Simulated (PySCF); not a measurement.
Dipole response of Hg⁺ (mercury, charge +1)

[Xe] 4f14 5d10 6s1, 2S determinant. Computed with PySCF 2.14 in ANO-RCC-VTZP (8s7p5d3f1g, 84 functions), with scalar relativity by spin-free X2C-1e. Coupled (time-dependent) response in atomic units; α is the mean over directions. The basis has no added diffuse functions, which lowers α and C₆.

```json
{"method": "UHF", "mean α (bohr³)": "23.47", "C₆ (like pair)": "164.4", "S(−4)": "306.6"}
{"method": "PBE", "mean α (bohr³)": "18.11", "C₆ (like pair)": "132.8", "S(−4)": "132.0"}
```

S(−4) is the Cauchy moment in α(ω) = α(0) + S(−4) ω² + …

α(iu) at PBE:

```json
{"u (hartree)": "0", "α(iu) (bohr³)": "18.11"}
{"u (hartree)": "0.0500", "α(iu) (bohr³)": "17.79"}
{"u (hartree)": "0.100", "α(iu) (bohr³)": "16.93"}
{"u (hartree)": "0.200", "α(iu) (bohr³)": "14.46"}
{"u (hartree)": "0.300", "α(iu) (bohr³)": "12.08"}
{"u (hartree)": "0.500", "α(iu) (bohr³)": "8.809"}
{"u (hartree)": "0.750", "α(iu) (bohr³)": "6.545"}
{"u (hartree)": "1.00", "α(iu) (bohr³)": "5.192"}
{"u (hartree)": "1.50", "α(iu) (bohr³)": "3.560"}
{"u (hartree)": "2.00", "α(iu) (bohr³)": "2.580"}
{"u (hartree)": "3.00", "α(iu) (bohr³)": "1.505"}
{"u (hartree)": "5.00", "α(iu) (bohr³)": "0.6801"}
```

A single London oscillator, α(iu) = α/(1 + u²/ω²), gives C₆ = (3/4) ω α². Matching the computed C₆ needs ω = 4 × 132.8 / (3 × 18.11²) = 0.540 hartree.

For an ion, C₆ is the dispersion term alone; charge-induced terms of lower order in 1/R come first.

Spin-orbit coupling, which splits the p, d and f shells strongly at this Z, is absent.
